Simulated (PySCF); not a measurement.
**Where the electron goes**

Species: 2,3-dimethyl-2-pentene, C7H14.
Cartesian coordinates in Å at the GFN2-xTB level; atoms count from 1:
```
atom  x, y, z in Å
C1    -1.7002   -1.1767   -1.1687
C2    -0.7201   -0.0168   -1.3553
C3    -0.2076    0.4784   -0.0274
C4    -1.0544    1.5385    0.6246
C5     0.8936    0.0221    0.5695
C6     1.3413    0.5734    1.8978
C7     1.7830   -1.0580    0.0269
H8    -2.5380   -0.8702   -0.5463
H9    -2.0878   -1.5107   -2.1290
H10   -1.2045   -2.0139   -0.6832
H11   -1.2299    0.8033   -1.8665
H12    0.1010   -0.3373   -1.9974
H13   -2.0179    1.6208    0.1287
H14   -0.5624    2.5109    0.5695
H15   -1.2267    1.3156    1.6761
H16    2.3258    0.1943    2.1594
H17    1.3846    1.6611    1.8739
H18    0.6458    0.2883    2.6882
H19    1.8743   -1.8567    0.7633
H20    1.4090   -1.4892   -0.8954
H21    2.7824   -0.6603   -0.1543
```

Level of theory: TDDFT PBE0/def2-SVPD, vertical, gas phase, core orbitals frozen in the response in PySCF 2.14.0, density-fitted response routines.

Frontier orbitals with the atoms that hold most of them (Löwdin shares over 4%, at most four atoms; ? is withheld):

| orbital | ε (eV) | atoms |
| --- | --- | --- |
| HOMO-3 | -9.86 | C5 15%, C7 14%, C4 9%, C3 8% |
| HOMO-2 | -9.36 | C2 23%, C1 17%, H11 13%, H10 9% |
| HOMO-1 | -8.71 | ? |
| HOMO | ? | ? |
| LUMO | 0.59 | C1 10%, C5 10%, C7 8%, C6 8% |
| LUMO+1 | 0.93 | C5 20%, C3 18%, C6 10%, C7 8% |
| LUMO+2 | 1.35 | C4 14%, C7 14%, H13 12%, H19 9% |

Problem. Which atoms hold the HOMO, and with what shares?

Solution. C5 (bonded to 3 C) 31%; C3 (bonded to 3 C) 31%; C7 (bonded to C and 3 H) 6%; C4 (bonded to C and 3 H) 5%.

Problem. Give the leading atoms of the HOMO-1.

Solution. C2 (bonded to 2 C and 2 H) 16%; C3 (bonded to 3 C) 15%; C4 (bonded to C and 3 H) 12%; C6 (bonded to C and 3 H) 10%.

Problem. What is the HOMO energy, and the HOMO–LUMO gap?

Solution. ε(HOMO) = -6.25 eV; the gap is 6.84 eV (0.2513 hartree).

Problem. The HOMO–LUMO gap is 6.84 eV. Where does the response calculation put the lowest singlet, and from which orbitals?

Solution. S1 is at 5.81 eV (f = 0.019), 1.03 eV below the gap, made of HOMO→LUMO (85%), HOMO→LUMO+1 (14%). 

Next come S2 at 6.52 eV (f 0.196), HOMO→LUMO+1 (62%), HOMO→LUMO+3 (22%), HOMO→LUMO (10%); S3 at 6.60 eV (f 0.0014), HOMO→LUMO+2 (90%), HOMO→LUMO+3 (10%); S4 at 6.90 eV (f 0.143), HOMO→LUMO+3 (50%), HOMO→LUMO+4 (26%), HOMO→LUMO+1 (15%); S5 at 7.02 eV (f 0.083), HOMO→LUMO+4 (72%), HOMO→LUMO+3 (16%).

One conformer stands for the species.
